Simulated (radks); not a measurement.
Values are calculated unless marked as measured or tabulated.
Pt, configuration [Xe] 4f14 5d9 6s1. Code: a radial shooting solver on a logarithmic mesh with Libxc functionals. Model: Dirac Kohn-Sham, PBE, spin-unpolarised, spherical densities, point nucleus; open shells fill j = l - 1/2 first.

Radial electron density D(r) = 4 pi r^2 rho(r):

```
   r/bohr * D(r) (the largest magnitude, 145, reaches the edge; | marks zero)
  0.00344 |                   *
 0.004005 |                      *
 0.004662 |                          *
 0.005471 |                              *
  0.00637 |                                  *
 0.007415 |                                     *
 0.008633 |                                        *
  0.01005 |                                         *
   0.0117 |                                          *
  0.01362 |                                         *
  0.01586 |                                        *
  0.01846 |                                      *
  0.02166 |                                     *
  0.02522 |                                     *
  0.02936 |                                        *
  0.03418 |                                            *
  0.03979 |                                                 *
  0.04632 |                                                     *
  0.05392 |                                                      *
  0.06277 |                                                    *
  0.07308 |                                               *
  0.08576 |                                           *
  0.09984 |                                          *
   0.1162 |                                              *
   0.1353 |                                                 *
   0.1575 |                                                  *
   0.1834 |                                            *
   0.2135 |                                  *
   0.2485 |                            *
   0.2893 |                           *
   0.3395 |                               *
   0.3953 |                                *
   0.4601 |                            *
   0.5357 |                     *
   0.6236 |              *
    0.726 |          *
   0.8452 |        *
   0.9839 |      *
    1.145 |     *
    1.344 |    *
    1.565 |  *
    1.822 | *
    2.121 |*
    2.469 |*
    2.874 |*
    3.346 *
    3.895 *
    4.535 *
    5.322 *
    6.195 *
    7.212 *
    8.396 *
    9.775 *
```

D(r) has 4 maxima, at r = 0.0116, 0.0526, 0.147, 0.383 bohr, and minima at 0.0227, 0.0944, 0.271 bohr, inside which lie 2.02, 11.06, 30.01 electrons.
